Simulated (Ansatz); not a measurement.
Compare A (`CB[SiH2]O`) with its isomer B (`BCO[SiH3]`).

Program: Ansatz. Geometries: PBE0-D4/def2-TZVP. ΔE: electronic, gas phase. CCSD(T)/CBS adds triple-zeta CCSD(T) − MP2 to the extrapolated MP2 energy (def2 sets, frozen cores). Functionals use def2-TZVPP. One conformer a species, not always the lowest.

**Question.** Which is lower in electronic energy at CCSD(T)/CBS, and by how much? (An estimate is asked.)

**Answer.** Ansatz gave: A, by 79.3 kJ/mol.

**Question.** Give E(B) − E(A) in kJ/mol with LDA (SPW92), B2PLYP, BLYP-D4, PBE-D4, r2SCAN-D4, PBE0-D4, MP2/def2-TZVPP. (An estimate is asked.)

**Answer.** The calculation gave: LDA (SPW92) 83.7, B2PLYP 73.0, BLYP-D4 72.6, PBE-D4 85.9, r2SCAN-D4 82.0, PBE0-D4 84.2, MP2/def2-TZVPP 76.8. None reverses the order clearly.

**Question.** Does the order hold for the free energy at 298.15 K (harmonic terms from PBE0-D4)? (An estimate is asked.)

**Answer.** The calculation gave: Yes: G(B) − G(A) = +75.2 kJ/mol, for one conformer each. Modes under 60 cm⁻¹, often nearly free rotors, make the harmonic entropy too high.

Largest T1 diagnostic: 0.011.

In def2-TZVPP, CCSD(T) changes the Hartree–Fock value by +18.8 kJ/mol (the triples alone add +1.3 kJ/mol) and MP2 by +19.4 kJ/mol. From BLYP to BHLYP (50 % exact exchange), in def2-TZVPP and without D4, E(B) − E(A) moves by −4.9 kJ/mol.
